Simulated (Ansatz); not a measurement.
Basis sets compared for Ge₃F₆. The state is a singlet with charge 0. Geometry PBE-D4/def2-SVP. Ansatz on 4 threads of Intel Xeon on a shared host; times are rough, and most runs start from earlier orbitals.

Cartesian coordinates in Å:
```
Ge 1.184 -1.566 0.660
Ge -1.971 -0.027 -0.858
Ge 0.879 1.932 0.504
F -1.350 0.408 -2.454
F 1.548 1.031 -0.888
F -0.424 -1.210 -0.461
F 0.192 -2.307 1.928
F -0.990 1.484 0.038
F 0.931 0.255 1.532
```

Another isomer (singlet) lies 0.02 eV lower at PBE-D4/def2-SVP; other spin states weren't run for this one.

Binding counts from free atoms (Ge triplet, F doublet) in the same basis, without a counterpoise term.

```json
{"level": "HF/STO-3G", "functions": "84", "energy (Eh)": "-6743.5888", "HOMO (eV)": "-6.66", "LUMO (eV)": "6.24", "binding per atom (eV)": "2.30", "wall time": "2.7 s"}
{"level": "PBE-D4/def2-SVP", "functions": "180", "energy (Eh)": "-6827.6352", "HOMO (eV)": "-7.01", "LUMO (eV)": "-2.10", "binding per atom (eV)": "4.15", "wall time": "6.5 s"}
{"level": "PBE0-D4/def2-SVP", "functions": "180", "energy (Eh)": "-6827.7636", "HOMO (eV)": "-8.28", "LUMO (eV)": "-1.33", "binding per atom (eV)": "3.88", "wall time": "12 s"}
```

**Question.** Estimate the rows for HF/def2-TZVP, PBE-D4/def2-TZVP (with forces), PBE0-D4/def2-TZVP.

**Answer.** 
| level | functions | energy (Eh) | HOMO (eV) | LUMO (eV) | binding per atom (eV) | wall time |
| --- | --- | --- | --- | --- | --- | --- |
| HF/def2-TZVP | 330 | -6823.2901 | -11.08 | 1.71 | 2.59 | 27 s |
| PBE-D4/def2-TZVP (with forces) | 330 | -6829.1724 | -7.21 | -2.35 | 4.09 | 18 s |
| PBE0-D4/def2-TZVP | 330 | -6829.2960 | -8.41 | -1.54 | 3.85 | 36 s |
